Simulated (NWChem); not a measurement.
Molecule: C4H5O2, doublet; SMILES CC(=O)C=[C]O

```xyz
11

C      1.4239     0.6327     0.0018
C     -0.0413     0.9950     0.0009
O     -0.4148     2.1472    -0.0001
C     -1.0437    -0.1044     0.0010
C     -0.7981    -1.4134    -0.0002
O      0.3037    -2.1270    -0.0002
H      1.6748     0.0216     0.8821
H      2.0162     1.5557     0.0062
H      1.6770     0.0289    -0.8830
H     -2.0847     0.2287     0.0012
H      0.0973    -3.0704    -0.0035
```
Atoms are numbered in this order, from 1.

All runs: NWChem. Pople sets run with spherical d functions. Spin-unrestricted. Geometry: optimised at PBE0/def2-SVP, spin-unrestricted. No frequency run checked for a minimum. No stability test was run on the SCF state. Solvent water, SMD (1 M gas to 1 M solution), gas-phase geometry. Reactions with the solvent are ignored.

### Question
Order these by “dipole in solution (D)”, lowest first: M06-2X/6-311++G**; M06-2X/6-31G*; M06-2X/STO-3G.

### Answer
M06-2X/STO-3G (5.02), M06-2X/6-31G* (6.94), M06-2X/6-311++G** (7.32)
